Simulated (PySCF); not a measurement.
C₃, SMILES [C]=C=[C] (connectivity only; charge and spin as stated), neutral, multiplicity 1. Atoms are numbered in the order given.

```xyz
3

C      0.0000     0.0000    -1.3013
C      0.0000     0.0000     0.0000
C      0.0000     0.0000     1.3013
```
Charge 0, spin multiplicity 1.

Coordinates come from a PBE-D3(BJ)/def2-TZVP optimisation. The isomer is the one that the SMILES or the coordinates give; other isomers of the formula were not compared.

These are TDA-ωB97X/def2-TZVPD (PySCF 2.14.0) values and carry that method's errors.

Vertical excitations; the highest root listed may be one member of a degenerate set. Isolated molecule, no solvent. State labels are in the subgroup D2h.

Computed UV-visible absorptions:
| state | symmetry | energy (eV) | λ (nm) | f | main pairs |
|---|---|---|---|---|---|
| S1 | Au | 3.59 | 345 | 0.000 | HOMO−1→LUMO+1 50 %, HOMO−2→LUMO 50 % |
| S2 | B3u | 3.78 | 328 | 0.039 | HOMO→LUMO (degenerate set) |
| S3 | B2u | 3.78 | 328 | 0.039 | HOMO→LUMO+1 (degenerate set) |
| S4 | B1u | 3.80 | 326 | 0.000 | HOMO−1→LUMO, HOMO−2→LUMO+1 (degenerate set) |
| S5 | Au | 3.80 | 326 | 0.000 | HOMO−2→LUMO, HOMO−1→LUMO+1 (degenerate set) |
| S6 | B2g | 5.11 | 243 | 0.000 | HOMO−3→LUMO (degenerate set) |
| S7 | B3g | 5.11 | 243 | 0.000 | HOMO−3→LUMO+1 (degenerate set) |
| S8 | B1u | 9.08 | 137 | 1.481 | HOMO→LUMO+2 27 %, HOMO−2→LUMO+1 26 %, HOMO−1→LUMO 26 %, HOMO−3→LUMO+3 11 % |
| S9 | B1u | 9.70 | 128 | 0.330 | HOMO→LUMO+2 65 %, HOMO−2→LUMO+1 11 %, HOMO−1→LUMO 11 % |
| S10 | B2u | 9.95 | 125 | 0.159 | HOMO−2→LUMO+2 93 % |
| T1 | B3u | 2.41 | 514 | 0 | HOMO→LUMO (degenerate set) |
| T2 | B2u | 2.41 | 514 | 0 | HOMO→LUMO+1 (degenerate set) |
| T3 | B1u | 2.64 | 469 | 0 | HOMO−1→LUMO 49 %, HOMO−2→LUMO+1 49 % |
| T4 | B1u | 3.07 | 403 | 0 | HOMO−2→LUMO+1 50 %, HOMO−1→LUMO 50 % |
Triplets are in the Tamm–Dancoff approximation.
